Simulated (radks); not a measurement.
Excited configurations of neutral gadolinium: one electron is placed in a higher orbital outside [Xe] 4f7 5d1 6s1. The ground configuration is [Xe] 4f7 5d1 6s2. Method: non-relativistic Kohn-Sham, BLYP, spin-polarised, spherical densities, point nucleus; open shells are filled with parallel spins first (spin-orbit coupling, left out, can overturn this in heavy ions); relativity is left out, which matters for an element this heavy; computed with a radial shooting solver on a logarithmic mesh with Libxc functionals. Excitation = E - E(ground); binding = E(ion) - E, where the ion is the core of charge +1; n* = 1/sqrt(2 binding) in atomic units, and the quantum defect is n - n*.

outer orbital,excitation (eV),binding (eV),quantum defect,<r> (bohr)
6d,4.167,1.508,2.996,10.69
7s,3.567,2.108,4.459,10.07
7p,4.046,1.630,4.110,12.37
7f,5.143,0.533,1.947,41.08

The Delta-SCF ionisation energy is 5.675 eV (NIST Atomic Spectra Database: 6.150 eV, measured). Self-interaction in the functional shifts the binding energies and quantum defects, so they are the method's values and not measured ones. Relativity is left out here, which matters for elements this heavy. Open shells are spherical and high-spin; term and fine-structure splittings are not resolved.
